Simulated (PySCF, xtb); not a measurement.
Be(NMe2)(SeH) (C2H7BeNSe), SMILES C[N](C)[Be][SeH]. Other conformers were not sampled.

Harmonic wavenumbers (cm⁻¹) from GFN2-xTB (xtb) at its own minimum, in rising order: 54, 122, 146, 217, 224, 228, 250, 350, 438, 460, 907, 1051, 1087, 1101, 1137, 1164, 1338, 1411, 1424, 1478, 1488, 1492, 1504, 2149, 2910, 2912, 2931, 2937, 3030, 3032.

Problem. What does PySCF with PBE-D3(BJ)/def2-SVP give at its own minimum? (Estimate from the structure and the level; the computed values follow.)

Solution. 84, 130, 197, 240, 240, 247, 338, 376, 434, 589, 913, 1049, 1065, 1112, 1125, 1188, 1365, 1378, 1395, 1403, 1406, 1426, 1471, 2347, 2895, 2900, 2946, 2956, 3039, 3039. Paired by order, the mean absolute difference is 36 cm⁻¹ and the zero-point energies are 55.7 and 56.2 kcal/mol.
